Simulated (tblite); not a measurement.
Compound: C6H9FO (charge +1 and doublet state).
Cartesian coordinates in Å at the GFN2-xTB level; atoms count from 1:
```xyz
17
C6H9FO angstrom
F     -2.9921    0.4970   -0.2654
C     -1.8360    1.1043   -0.3270
C     -0.7150    0.5454    0.2082
C     -0.7086   -0.8086    0.7990
C      0.3894   -1.6620    0.0578
O      1.5923   -0.9897    0.0527
C      1.5988    0.2308   -0.5882
C      0.5950    1.2190    0.1191
H     -1.8864    2.0879   -0.7794
H     -0.3968   -0.7758    1.8461
H     -1.6738   -1.3075    0.7227
H      0.0150   -1.8522   -0.9583
H      0.5429   -2.6058    0.5842
H      2.6145    0.6261   -0.5261
H      1.2877    0.1503   -1.6393
H      0.5552    2.1574   -0.4301
H      1.0108    1.3952    1.1142
```

Computed with GFN2-xTB (tblite): harmonic, unscaled wavenumbers at the GFN2-xTB geometry, gas phase. This tight-binding method is rough: wavenumbers can miss measured ones by several per cent, in bad cases by 10 to 20. One conformer, not necessarily the lowest. Open shells enter through the occupations alone, without spin polarisation, and single modes of such species can be off by tens of per cent.

Harmonic wavenumbers (cm⁻¹): 73.5, 138.5, 217.1, 248.7, 286.3, 374.5, 429.3, 479.4, 548.4, 667.7, 780.2, 829.4, 837.4, 874.1, 892.6, 934.5, 973.0, 998.1, 1032.0, 1064.8, 1092.3, 1114.9, 1146.3, 1184.7, 1206.2, 1235.7, 1241.1, 1248.7, 1256.9, 1289.3, 1318.9, 1416.8, 1421.2, 1432.2, 1437.3, 1553.0, 2882.8, 2887.5, 2966.5, 2973.2, 3001.2, 3002.3, 3029.8, 3037.3, 3054.1.

A = 4054, B = 1448, C = 1173 MHz; mass 116.064 u (most abundant isotopes); point group C1, symmetry number 1; spin multiplicity 2.

Question: What is the zero-point energy?

Answer: ½Σν̃ = 30055 cm⁻¹ = 359.54 kJ/mol.

Question: Entropy at 400 K, 1 bar (ideal gas, RRHO, classical rotation)?

Answer: Translation 174.26, rotation 121.81, vibration 107.25, spin (R ln 2) 5.76: S = 409.1 J/(mol K).

Question: And Cp and H(400 K) − H(0)?

Answer: Cp = 170.16 J/(mol K), of which vibrations give 136.90 (their classical limit is 45 R = 374.2); H(400 K) − H(0) = 37.84 kJ/mol without the zero-point energy, 24.54 from vibrations.

Question: How do the functions run with temperature in this model?

Answer: 
```csv
T (K),S (J/(mol K)),Cp (J/(mol K)),H − H(0) (kJ/mol),G − H(0) (kJ/mol),ln q(vib)
150,298.4,74.5,7.69,-37.07,1.35
250,344.4,109.6,16.83,-69.26,2.90
298.15,365.3,129.1,22.57,-86.35,3.71
600,491.0,233.8,78.66,-215.92,9.36
900,598.0,292.6,158.43,-379.74,15.20
```

q(vib) and H(0) count from the zero-point level.

Question: Which modes carry the vibrational entropy at 400 K?

Answer: 73.5 cm⁻¹: 19.40; 138.5 cm⁻¹: 14.19; 217.1 cm⁻¹: 10.58; 248.7 cm⁻¹: 9.51; 286.3 cm⁻¹: 8.43; 374.5 cm⁻¹: 6.44 J/(mol K); the other 39 give 38.70 together.

Question: Blend soft modes into free rotors: weight 1/[1 + (100 cm⁻¹/ν̃)⁴] for the oscillator and the rest for a rotor with moment μB/(μ + B), μ = h/(8π²ν), B = 10⁻⁴⁴ kg m². What vibrational entropy results?

Answer: 102.91 J/(mol K) in place of 107.25, which changes −T·S at 400 K by +1.74 kJ/mol.

Hindered rotation and anharmonicity are outside this model. Other conformers, if any are populated, would add a mixing term that is left out. The structure is chiral; the term R ln 2 for an equal mix with its mirror image is left out.
